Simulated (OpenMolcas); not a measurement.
Ni5+, Pd5+, Pt5+: d5 down the group

```json
{"Program": "OpenMolcas", "Method": "MS-CASPT2, IPEA 0.25 Eh, imaginary shift 0.1 Eh", "Basis": "ANO-R3", "Scalar Hamiltonian": "X2C, finite nucleus", "Spin-orbit coupling": "state interaction with AMFI integrals over the reference wave functions, term energies averaged over their components"}
```

Active space for each ion: 5 electrons in 5 orbitals (d); closed shells correlated by CASPT2: Ni5+ 3s 3p; Pd5+ 4s 4p; Pt5+ 5s 5p.

Computed levels in cm-1 above 6S 5/2:

```json
{"Level": "4G 7/2", "Ni5+": "42920", "Pd5+": "29100", "Pt5+": "25340"}
{"Level": "4G 11/2", "Ni5+": "42940", "Pd5+": "29270", "Pt5+": "27020"}
{"Level": "4G 9/2", "Ni5+": "42970", "Pd5+": "29410", "Pt5+": "28330"}
{"Level": "4P 1/2", "Ni5+": "47600", "Pd5+": "33240", "Pt5+": "30290"}
{"Level": "4D 7/2", "Ni5+": "51380", "Pd5+": "34730", "Pt5+": "34220"}
{"Level": "4D 1/2", "Ni5+": "51610", "Pd5+": "36340", "Pt5+": "39620"}
{"Level": "2I 11/2", "Ni5+": "62640", "Pd5+": "42530", "Pt5+": "40170"}
{"Level": "2I 13/2", "Ni5+": "62840", "Pd5+": "43550", "Pt5+": "44430"}
{"Level": "2F 7/2(1)", "Ni5+": "69170", "Pd5+": "50240", "Pt5+": "57600"}
{"Level": "weight of 6S in the lowest level (%)", "Ni5+": "100", "Pd5+": "98", "Pt5+": "81"}
```

Mixed levels, with the weight of the term that names them: Pd5+ 4P 1/2 (66 %), Pd5+ 4D 1/2 (67 %), Pd5+ 2F 7/2(1) (60 %), Pt5+ 4G 7/2 (60 %), Pt5+ 4P 1/2 (59 %), Pt5+ 4D 7/2 (60 %), Pt5+ 4D 1/2 (66 %), Pt5+ 2I 11/2 (71 %), Pt5+ 2F 7/2(1) (62 %).

Measured, with the error of the calculation in %. Measured levels: Ni5+ from Corliss and Sugar, J. Phys. Chem. Ref. Data 10, 197 (1981).

```tsv
Level	Ni5+
4G 11/2	41921 (+2.4)
4P 1/2	46325 (+2.8)
4D 7/2	50331 (+2.1)
2I 11/2	61196 (+2.4)
2I 13/2	61280 (+2.5)
2F 7/2(1)	67085 (+3.1)
```

Without spin-orbit coupling 4G lies 42930, 29210, 26300 cm-1 above 6S in that order; the difference to the level 4G 7/2, of either sign, comes from spin-orbit coupling, which also lowers the zero.

CASPT2 breaks the degeneracy within a term, and the mean is taken; among the terms shown or strongly mixed into the levels shown the widest spread is 830 cm-1 (4d5 4F, Pd5+). Blocks of more than 70 roots (2S+1 = 2 even) ran without multistate coupling. Measured partners are found by configuration, term and J. A level has none where our copy of the source lacks it or the pairing is in doubt (some pairs that miss far off the trend of their configuration count as doubtful), and it then counts in no deviation. Levels of configurations outside the active space are missing.

A number in round brackets counts repeated terms of one configuration in the order of the reference energies.
